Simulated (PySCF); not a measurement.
SMILES [NH2][Zn][SeH], B3LYP/def2-SVP optimised geometry.

```
6

Zn    -0.01     0.64     0.00
N     -1.83     0.84     0.00
H     -2.33     0.48     0.82
H     -2.33     0.49    -0.82
Se     2.29     0.64     0.00
H      2.33    -0.84    -0.02
```

Density from B3LYP/def2-TZVP (PySCF 2.14.0) at that geometry.

Minimum of the electron density along straight lines between bonded atoms, close to the bond critical point (lines longer than 1.1 times the sum of covalent radii, or with two minima, are not listed):

| bond | length / Å | ρ at the minimum / e bohr⁻³ | ∇²ρ there / e bohr⁻⁵ | position (fraction from the first atom) |
|---|---|---|---|---|
| Zn1–N2 | 1.831 | 0.131 | 0.51 | 0.49 |
| N2–H3 | 1.020 | 0.328 | -1.49 | 0.73 |
| N2–H4 | 1.020 | 0.328 | -1.49 | 0.73 |
| Zn1–Se5 | 2.303 | (withheld) | 0.13 | 0.45 |
| Se5–H6 | 1.478 | (withheld) | (withheld) | 0.63 |

Q: Complete the blanks.

A: 
- Zn1–Se5, ρ at the minimum / e bohr⁻³: 0.083
- Se5–H6, ρ at the minimum / e bohr⁻³: 0.170
- Se5–H6, ∇²ρ there / e bohr⁻⁵: -0.29
